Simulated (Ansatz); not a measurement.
One change: `[OH][Zn-]1[O]C(C(F)(F)F)=CC(C(F)(F)F)=[O+]1` becomes `[CH3][Zn-]1[O]C(C(F)(F)F)=CC(C(F)(F)F)=[O+]1`.

Ansatz, PBE0-D4/def2-TZVP geometries, multiplicity 1. Each molecule was computed in one conformer, which needn't be the lowest.

Scalar relativity is left out up to krypton.

```tsv
property	`[OH][Zn-]1[O]C(C(F)(F)F)=CC(C(F)(F)F)=[O+]1`
HOMO–LUMO gap (PBE/def2-TZVPP) / eV	2.71
HOMO–LUMO gap (ωB97M-V/def2-TZVPP) / eV	9.42
LUMO energy (B3LYP/def2-TZVPP) / eV	-3.35
HOMO energy (PBE0/def2-TZVPP) / eV	-8.17
HOMO energy (ωB97M-V/def2-TZVPP) / eV	-10.43
HOMO–LUMO gap (B3LYP/def2-TZVPP) / eV	4.59
```

**Question.** What does the change do to each property? (Estimate.)

**Answer.** Computed: 
| property | `[CH3][Zn-]1[O]C(C(F)(F)F)=CC(C(F)(F)F)=[O+]1` | shift |
| --- | --- | --- |
| HOMO–LUMO gap (PBE/def2-TZVPP) / eV | 3.33 | 0.62 |
| HOMO–LUMO gap (ωB97M-V/def2-TZVPP) / eV | 9.50 | 0.08 |
| LUMO energy (B3LYP/def2-TZVPP) / eV | -3.12 | 0.23 |
| HOMO energy (PBE0/def2-TZVPP) / eV | -8.19 | -0.02 |
| HOMO energy (ωB97M-V/def2-TZVPP) / eV | -10.30 | 0.13 |
| HOMO–LUMO gap (B3LYP/def2-TZVPP) / eV | 4.87 | 0.28 |

B3LYP here is the variant with VWN-RPA as its local correlation; programs differ in this.
